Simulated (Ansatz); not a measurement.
Species: sum formula H$_{2}$BO, charge 0, multiplicity 2. It need not be the lowest isomer of its formula. 
Structure (B3LYP-D3(BJ)/def2-TZVP (Ansatz, a quantum-chemistry and plane-wave program) minimum search):
```
B
O 1 1.2808
H 1 1.2095 2 120.31
H 1 1.2095 3 119.38 2 -180.00
```
Charge 0, spin multiplicity 2.

Basis-set convergence of Hartree-Fock and CCSD correlation energies (hartree) with Ansatz. Correlated levels leave the core frozen unless marked. Open shells are spin-unrestricted. No spin-orbit coupling. No relativistic terms.

| basis | functions | E(HF) | E(corr, CCSD) |
|---|---|---|---|
| cc-pVDZ | 38 | -100.70692 | -0.26476 |
| cc-pVTZ | 88 | -100.73941 | -0.32607 |
| cc-pVQZ | 170 | -100.74716 | -0.34673 |

Extrapolating the two largest sets (X = 3 and 4) as X^-3: E(corr) = (64·(-0.34673) - 27·(-0.32607))/37 = -0.3618 Eh, an estimate of the basis-set limit. The largest set recovers 95.8 % of it, the smallest 73.2 %.
